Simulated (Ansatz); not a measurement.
`CCC[BH][AlH2]` + `[NH2][Al]([NH2])[OH]` → `C[NH][Al]([NH2])[OH]` + `CC[BH][AlH2]`  (substitution at a C–C bond)

Isolated molecules relaxed with PBE0-D4/def2-TZVP in Ansatz; ΔE leaves out vibrations. CBS: MP2 limit from def2 TZ/QZ plus the TZ coupled-cluster correction, frozen cores. This one scheme is used for every species. Functionals use def2-TZVPP. B3LYP here is the variant with VWN-RPA as its local correlation; programs differ in this. Each species was taken in one conformer, which may not be the lowest.

`CCC[BH][AlH2]`:

Z-matrix (Å, degrees):
```
C
C 1 1.519
H 1 1.094 2 110.9
H 1 1.096 2 111.4 3 -119.0
H 1 1.092 2 111.9 3 120.5
C 2 1.524 1 112.2 3 61.0
H 2 1.098 1 109.6 3 -177.5
H 2 1.095 1 109.2 3 -62.0
B 6 1.557 2 118.8 1 68.8
H 6 1.108 2 110.3 1 -175.5
H 6 1.099 2 111.0 1 -62.0
Al 9 2.130 6 125.5 2 12.7
H 9 1.206 6 115.4 2 -170.8
H 12 1.597 9 122.1 6 83.1
H 12 1.597 9 121.3 6 -98.2
```

`[NH2][Al]([NH2])[OH]`:

Cartesian coordinates in Å:
```
N -1.509 0.210 0.784
Al 0.152 0.064 0.211
N 0.510 -0.419 -1.451
O 1.376 0.410 1.335
H -2.337 0.038 0.241
H -1.753 0.483 1.722
H -0.182 -0.632 -2.150
H 1.433 -0.523 -1.839
H 2.310 0.369 1.146
```

`C[NH][Al]([NH2])[OH]`:

Cartesian coordinates in Å:
```
C -0.718 -1.324 -1.119
N 0.102 -1.029 0.036
Al 0.486 0.557 0.723
N -0.141 2.040 0.004
O 1.468 0.730 2.097
H -1.587 -1.947 -0.872
H -0.160 -1.832 -1.915
H -1.108 -0.398 -1.550
H 0.472 -1.866 0.456
H -0.728 2.105 -0.809
H 0.054 2.957 0.370
H 1.860 0.007 2.579
```

`CC[BH][AlH2]`:

Cartesian coordinates in Å:
```
C 0.967 0.926 0.776
C 0.518 -0.524 0.888
B -0.451 -1.097 -0.190
Al -1.397 0.024 -1.736
H 0.107 1.603 0.751
H 1.598 1.236 1.613
H 1.540 1.089 -0.141
H -0.028 -0.687 1.836
H 1.379 -1.200 0.991
H -0.686 -2.276 -0.092
H -2.800 0.751 -1.508
H -0.748 0.155 -3.189
```

```tsv
level	ΔE (kcal/mol)
B3LYP-D4	10.1
ωB97M-V	11.2
B2PLYP	10.3
B3LYP	9.3
SCS-MP2/def2-TZVPP	11.0
MP2/def2-QZVPP	12.2
SCS-MP2/def2-QZVPP	11.3
MP2/CBS(def2)	12.4
```

(1) What does CCSD(T)/CBS give? (An estimate is asked.)

Largest T1 diagnostic among the species: 0.011.

Answers

(1) Computed: +11.6 kcal/mol. The listed levels differ from it by -1.5, -0.4, -1.3, -2.3, -0.6, 0.6, -0.3, 0.8 kcal/mol.

In def2-TZVPP, CCSD(T) changes the Hartree–Fock value by +1.8 kcal/mol (the triples alone add +0.2 kcal/mol) and MP2 by +2.7 kcal/mol. The D4 term adds +0.8 kcal/mol with B3LYP and +0.4 kcal/mol with PBE0; it sums over pairs of atoms, weighted by their polarisabilities, and B3LYP, whose exchange is more repulsive, gets the larger term.
